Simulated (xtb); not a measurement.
Job for xtb: GFN1-xTB on CH7NSn (SMILES C[NH][SnH3]), a point of a torsion scan.

```
$ xtb mol.xyz --gfn 1 --sp --chrg 0 --uhf 0
10

C     -1.25438042    -0.25578772     0.38548632
N     -1.23711937    -0.07739020    -1.05062561
Sn    -1.24139975     1.69114063    -1.96934946
H     -1.62290469     0.64856231     0.86410647
H     -1.91528868    -1.08347079     0.64888636
H     -0.26112576    -0.46110704     0.79705553
H     -0.71783057    -0.82040204    -1.49271002
H     -1.38424207     1.31006667    -3.57082779
H      0.09291504     2.68463085    -1.72152040
H     -2.57893429     2.46321279    -1.37722071
```

Output:

```
[...]
           -------------------------------------------------
          |                Calculation Setup                |
           -------------------------------------------------



           -------------------------------------------------
          |                 G F N 1 - x T B                 |
           -------------------------------------------------

        Reference                      10.1021/acs.jctc.7b00118
      * Hamiltonian:
        H0-scaling (s, p, d)           1.850000    2.250000    2.000000
        zeta-weighting                 0.000000
      * Dispersion:
        s8                             2.400000
        a1                             0.630000
        a2                             5.000000
        s9                             0.000000
      * Repulsion:
        kExp                           1.500000
        rExp                           1.000000
      * Coulomb:
        alpha                          2.000000
        third order                    atomic
        anisotropic                    false
      * Halogen bond correction:
        rad-scale                      1.300000
        damping                        0.440000


          ...................................................
          :                      SETUP                      :
          :.................................................:
          :  # basis functions                  32          :
          :  # atomic orbitals                  31          :
          :  # shells                           21          :
          :  # electrons                        20          :
          :  # halogen bonds                     0          :
          :  max. iterations                   250          :
          :  Hamiltonian                  GFN1-xTB          :
          :  restarted?                      false          :
          :  GBSA solvation                  false          :
          :  PC potential                    false          :
          :  electronic temp.          300.0000000     K    :
          :  accuracy                    1.0000000          :
          :  -> integral cutoff          0.2500000E+02      :
          :  -> integral neglect         0.1000000E-07      :
          :  -> SCF convergence          0.1000000E-05 Eh   :
          :  -> wf. convergence          0.2000000E-04 e    :
          :  Broyden damping             0.4000000          :
          :  net charge                          0          :
          :  unpaired electrons                  0          :
          ...................................................

 iter      E             dE          RMSdq      gap      omega  full diag
   1    -11.6058547 -0.116059E+02  0.535E+00    4.36       0.0  T
   2    -11.6374108 -0.315561E-01  0.343E+00    5.51       1.0  T
   3    -11.6373944  0.163486E-04  0.864E-01    5.11       1.0  T
   4    -11.6386985 -0.130410E-02  0.102E-01    5.31       1.0  T
   5    -11.6387292 -0.306666E-04  0.117E-02    5.31       2.7  T
   6    -11.6387299 -0.720561E-06  0.300E-03    5.31      10.5  T
   7    -11.6387300 -0.399967E-07  0.312E-04    5.31     101.2  T
   8    -11.6387300 -0.546033E-09  0.599E-05    5.31     527.8  T
   9    -11.6387300 -0.471267E-11  0.146E-05    5.31    2172.2  T

   *** convergence criteria satisfied after 9 iterations ***

         #    Occupation            Energy/Eh            Energy/eV
      -------------------------------------------------------------
         1        2.0000           -0.9190899             -25.0097
       ...           ...                  ...                  ...
         4        2.0000           -0.5340771             -14.5330
         5        2.0000           -0.5176916             -14.0871
         6        2.0000           -0.4962555             -13.5038
         7        2.0000           -0.4733376             -12.8802
         8        2.0000           -0.4715719             -12.8321
         9        2.0000           -0.4474423             -12.1755
        10        2.0000           -0.3750588             -10.2059 (HOMO)
        11                         -0.1798884              -4.8950 (LUMO)
        12                         -0.1450200              -3.9462
        13                         -0.1278304              -3.4784
        14                         -0.1190028              -3.2382
        15                         -0.1064219              -2.8959
       ...                                ...                  ...
        31                          1.3481709              36.6856
      -------------------------------------------------------------
                  HL-Gap            0.1951704 Eh            5.3109 eV
             Fermi-level           -0.2774736 Eh           -7.5504 eV

 SCC (total)                   0 d,  0 h,  0 min,  0.026 sec
 SCC setup                      ...        0 min,  0.000 sec (  1.810%)
 Dispersion                     ...        0 min,  0.000 sec (  1.833%)
 classical contributions        ...        0 min,  0.000 sec (  0.478%)
 integral evaluation            ...        0 min,  0.005 sec ( 17.525%)
 iterations                     ...        0 min,  0.008 sec ( 32.491%)
 molecular gradient             ...        0 min,  0.011 sec ( 43.186%)
 printout                       ...        0 min,  0.001 sec (  2.533%)

         :::::::::::::::::::::::::::::::::::::::::::::::::::::
         ::                     SUMMARY                     ::
         :::::::::::::::::::::::::::::::::::::::::::::::::::::
         :: total energy             -11.543168829132 Eh    ::
         :: gradient norm              0.018887338305 Eh/a0 ::
         :: HOMO-LUMO gap              5.310856763547 eV    ::
         ::.................................................::
         :: SCC energy               -11.638729969924 Eh    ::
         :: -> electrostatic           0.018717649981 Eh    ::
         :: repulsion energy           0.098224401733 Eh    ::
         :: dispersion energy         -0.002663260940 Eh    ::
         :: halogen bond corr.         0.000000000000 Eh    ::
         :: add. restraining           0.000000000000 Eh    ::
         :: total charge               0.000000000000 e     ::
         :::::::::::::::::::::::::::::::::::::::::::::::::::::

           -------------------------------------------------
          |                Property Printout                |
           -------------------------------------------------

    * Orbital Energies and Occupations

         #    Occupation            Energy/Eh            Energy/eV
      -------------------------------------------------------------
         1        2.0000           -0.9190899             -25.0097
         2        2.0000           -0.7143237             -19.4377
         3        2.0000           -0.6095996             -16.5880
         4        2.0000           -0.5340771             -14.5330
         5        2.0000           -0.5176916             -14.0871
         6        2.0000           -0.4962555             -13.5038
         7        2.0000           -0.4733376             -12.8802
         8        2.0000           -0.4715719             -12.8321
         9        2.0000           -0.4474423             -12.1755
        10        2.0000           -0.3750588             -10.2059 (HOMO)
        11                         -0.1798884              -4.8950 (LUMO)
        12                         -0.1450200              -3.9462
        13                         -0.1278304              -3.4784
        14                         -0.1190028              -3.2382
        15                         -0.1064219              -2.8959
        16                         -0.0796343              -2.1670
        17                         -0.0743109              -2.0221
Note: The following floating-point exceptions are signalling: IEEE_UNDERFLOW_FLAG IEEE_DENORMAL
normal termination of xtb
        18                         -0.0728311              -1.9818
        19                         -0.0532997              -1.4504
        20                         -0.0332911              -0.9059
        21                         -0.0245662              -0.6685
       ...                                ...                  ...
        31                          1.3481709              36.6856
      -------------------------------------------------------------
                  HL-Gap            0.1951704 Eh            5.3109 eV
             Fermi-level           -0.2774736 Eh           -7.5504 eV

  Mulliken/CM5 charges         n(s)   n(p)   n(d)
     1C     0.06729 -0.02363   0.977  2.956  0.000
     2N    -0.43412 -0.80820   1.466  3.969  0.000
     3Sn    0.09516  0.02387   1.868  1.865  0.173
     4H     0.01579  0.07845   0.984  0.000  0.000
     5H     0.01075  0.07132   0.989  0.000  0.000
     6H     0.00639  0.06566   0.994  0.000  0.000
     7H     0.18475  0.37858   0.815  0.000  0.000
     8H     0.02292  0.07781   0.977  0.000  0.000
     9H     0.01035  0.06068   0.990  0.000  0.000
    10H     0.02071  0.07545   0.979  0.000  0.000

Wiberg/Mayer (AO) data.
largest (>0.10) Wiberg bond orders for each atom

 ---------------------------------------------------------------------------
     #   Z sym  total        # sym  WBO       # sym  WBO       # sym  WBO
 ---------------------------------------------------------------------------
     1   6 C    3.980 --     4 H    0.997     2 N    0.996     6 H    0.988
                             5 H    0.986
     2   7 N    3.136 --     1 C    0.996     7 H    0.960     3 Sn   0.903
     3  50 Sn   3.031 --     2 N    0.903    10 H    0.718     8 H    0.716
                             9 H    0.699
     4   1 H    1.007 --     1 C    0.997
     5   1 H    1.017 --     1 C    0.986
     6   1 H    1.009 --     1 C    0.988
     7   1 H    0.969 --     2 N    0.960
     8   1 H    1.001 --     3 Sn   0.716     9 H    0.101
     9   1 H    1.002 --     3 Sn   0.699    10 H    0.101     8 H    0.101
    10   1 H    1.001 --     3 Sn   0.718     9 H    0.101
 ---------------------------------------------------------------------------

Topologies differ in total number of bonds
Writing topology from bond orders to xtbtopo.mol

 dipole moment from electron density (au)
     X       Y       Z
   0.3868   0.0267  -0.0236  total (Debye):    0.987


           -------------------------------------------------
          | TOTAL ENERGY              -11.543168829132 Eh   |
          | GRADIENT NORM               0.018887338305 Eh/α |
          | HOMO-LUMO GAP               5.310856763547 eV   |
           -------------------------------------------------

------------------------------------------------------------------------
------------------------------------------------------------------------
 total:
 SCF:
```

The run finished.

Cost: roughly 0.06 core-seconds.
